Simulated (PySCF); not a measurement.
**Cost of excited-state runs on closo-1,9-AsAsB9**

Geometry (Å), atoms numbered from 1 in this order:
```xyz
20

B     1.548    0.103    0.079
B    -1.072    0.864   -1.114
B     0.439    1.406   -0.310
As   -1.296    1.639    0.877
B     0.568   -1.193    0.903
B     1.076   -1.338   -0.719
As   -0.894   -1.589   -0.899
B    -1.112   -0.458    1.309
B     0.610    0.119   -1.479
B     0.412    0.486    1.362
B    -2.035   -0.089   -0.073
H     2.704    0.305    0.210
H    -1.525    1.441   -2.045
H     0.918    2.469   -0.532
H     0.876   -2.027    1.683
H     1.757   -2.190   -1.176
H    -1.587   -0.921    2.291
H     0.952    0.331   -2.592
H     0.874    0.861    2.390
H    -3.213   -0.217   -0.166
```

PySCF with density fitting, on 1 thread of an Arm Neoverse V1, shared host. Command: `OMP_NUM_THREADS=1 python excited_run.py task.json out`

(1) How long does this run take, and how much memory?
- magnetisability and related constants, BP86/def2-SVP; writes grids

Answers

(1) 
```tsv
run	level	basis functions	wall time	peak memory (GiB)
magnetisability and related constants	BP86/def2-SVP	235	2.4 min	0.96
```
Times from a shared host are rough.
